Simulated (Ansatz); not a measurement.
Reaction (atomization): `[CH3][Al-]([CH3])([NH3+])[F]` → Al• + 2 C• + F• + 9 H• + N•

Calculated with Ansatz (gas phase, PBE0-D4/def2-TZVP geometries, no zero-point term in ΔE). CCSD(T)/CBS adds triple-zeta CCSD(T) − MP2 to the extrapolated MP2 energy (def2 sets, frozen cores). This one scheme is used for every species, atoms too. DFT in def2-TZVPP. B3LYP here is the variant with VWN-RPA as its local correlation; programs differ in this. HSE06 is defined as in plane-wave codes. No spin–orbit coupling; open shells (•) take unrestricted orbitals. Spin–orbit coupling would lower the free atoms: a little for Al, C, F. Each species was taken in one conformer, which may not be the lowest.

| level | ΔE (kJ/mol) | difference from CCSD(T)/CBS |
| --- | --- | --- |
| LDA (SPW92) | 5741.3 | 607.8 |
| revPBE-D4 | 5051.5 | -82.0 |
| r2SCAN-D4 | 5119.6 | -13.9 |
| B97M-V | 5127.5 | -6.0 |
| PBE0-D4 | 5095.9 | -37.6 |
| B3LYP-D4 | 5121.9 | -11.6 |
| r2SCANh-D4 | 5095.1 | -38.4 |
| r2SCAN0-D4 | 5059.8 | -73.7 |
| HSE06-D4 | 5098.4 | -35.1 |
| CAM-B3LYP-D4 | 5148.8 | 15.3 |
| ωB97X-V | 5124.0 | -9.5 |
| ωB97M-V | 5134.0 | 0.5 |
| B2PLYP | 5071.6 | -61.9 |
| PBE-QIDH | 5070.9 | -62.6 |
| PBE | 5138.5 | 5.0 |
| revPBE | 4982.5 | -151.0 |
| BLYP | 5049.7 | -83.8 |
| r2SCAN | 5113.4 | -20.1 |
| PBE0 | 5075.8 | -57.7 |
| B3LYP | 5084.6 | -48.9 |
| r2SCANh | 5088.5 | -45.0 |
| r2SCAN0 | 5052.6 | -80.9 |
| HSE06 | 5079.7 | -53.8 |
| BHLYP | 4975.1 | -158.4 |
| CAM-B3LYP | 5128.4 | -5.1 |
| LC-ωPBE | 5098.3 | -35.2 |
| HF/def2-SVP | 3848.8 | -1284.7 |
| MP2/def2-SVP | 4891.1 | -242.4 |
| CCSD/def2-SVP | 4829.0 | -304.5 |
| CCSD(T)/def2-SVP | 4862.9 | -270.6 |
| HF/def2-TZVPP | 3819.7 | -1313.8 |
| MP2/def2-TZVPP | 5052.9 | -80.6 |
| SCS-MP2/def2-TZVPP | 5051.6 | -81.9 |
| CCSD/def2-TZVPP | 4952.0 | -181.5 |
| CCSD(T)/def2-TZVPP | 5008.1 | -125.4 |
| MP2/def2-QZVPP | 5127.6 | -5.9 |
| SCS-MP2/def2-QZVPP | 5136.0 | 2.5 |
| HF/CBS(def2) | 3829.1 | -1304.4 |
| MP2/CBS(def2) | 5178.2 | 44.7 |
| CCSD/CBS(def2) | 5077.3 | -56.2 |
| CCSD(T)/CBS | 5133.5 | 0 |

Q: What do rigid-rotor, harmonic-oscillator terms from PBE0-D4/def2-TZVP frequencies (298.15 K, 1 bar) make of the CCSD(T)/CBS value? (An estimate is asked.)

A: The calculation gave: ΔZPE = -294.7 kJ/mol, ΔH = +4897.2 kJ/mol, ΔS = 1427 J/(mol·K), ΔG = +4471.8 kJ/mol. Open shells count their whole term as degenerate. Modes under 50 cm⁻¹ make the entropy rough.

Largest T1 diagnostic among the species: 0.018.

From r2SCAN to r2SCAN0 (25 % exact exchange), in def2-TZVPP and without D4, ΔE moves by −60.8 kJ/mol: exact exchange takes away binding that semilocal exchange gives to molecules. At CCSD(T), def2-SVP lies −270.6 kJ/mol from the extrapolated value and def2-TZVPP −125.4 kJ/mol: correlation converges slowly with the basis, and small sets miss more of it in the bonded molecule than in its fragments. In def2-TZVPP, CCSD(T) changes the Hartree–Fock value by +1188.4 kJ/mol (the triples alone add +56.2 kJ/mol) and MP2 by +1233.2 kJ/mol; breaking electron pairs costs correlation energy, which Hartree–Fock lacks.

For atomizations the MP2-based limit and the directly extrapolated one differ by several kJ/mol either way, and by 10 to 25 for some Ge, Se and Sn compounds, so smaller differences from it don't rank the levels.
